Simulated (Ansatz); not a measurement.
Stepwise reaction of `O[SiH2][SiH2]O` with hydrogen, as a gas-phase model of exchange steps in deposition or etching. ΔE in kJ/mol.

Isolated molecules relaxed with PBE0-D4/def2-TZVP in Ansatz; ΔE leaves out vibrations. CCSD(T)/CBS adds triple-zeta CCSD(T) − MP2 to the extrapolated MP2 energy (def2 sets, frozen cores). This one scheme is used for every species. Functionals use def2-TZVPP. B3LYP here is the variant with VWN-RPA as its local correlation; programs differ in this. One conformer a species, not always the lowest.

| step | reaction | PBE-D4 | B3LYP-D4 | ωB97M-V | CCSD(T)/CBS |
| --- | --- | --- | --- | --- | --- |
| 2 | `O[SiH2][SiH3]` + H₂ → `[SiH3][SiH3]` + H₂O | 50.5 | 56.7 | 55.7 | 53.4 |

(1) Give the row of step 1, `O[SiH2][SiH2]O` + H₂ → `O[SiH2][SiH3]` + H₂O. (Best estimate.)

(2) By hand: ΔE of the 2 steps together at CCSD(T)/CBS.

Answers

(1) The calculation gave: 
```
step                                       reaction  PBE-D4  B3LYP-D4  ωB97M-V  CCSD(T)/CBS
   1  `O[SiH2][SiH2]O` + H₂ → `O[SiH2][SiH3]` + H₂O    52.8      60.2     60.2         57.0
```

(2) (57.0) + (53.4) = 110.4 kJ/mol, or 55.2 kJ/mol a step.

In ΔE the steps differ by no more than 3.6 kJ/mol. All are uphill at CCSD(T)/CBS. PBE-D4 differs from CCSD(T)/CBS by -4.2 to -2.9 kJ/mol a step. Isolated molecules leave out the surface, adducts and barriers. Largest T1 diagnostic: 0.013.
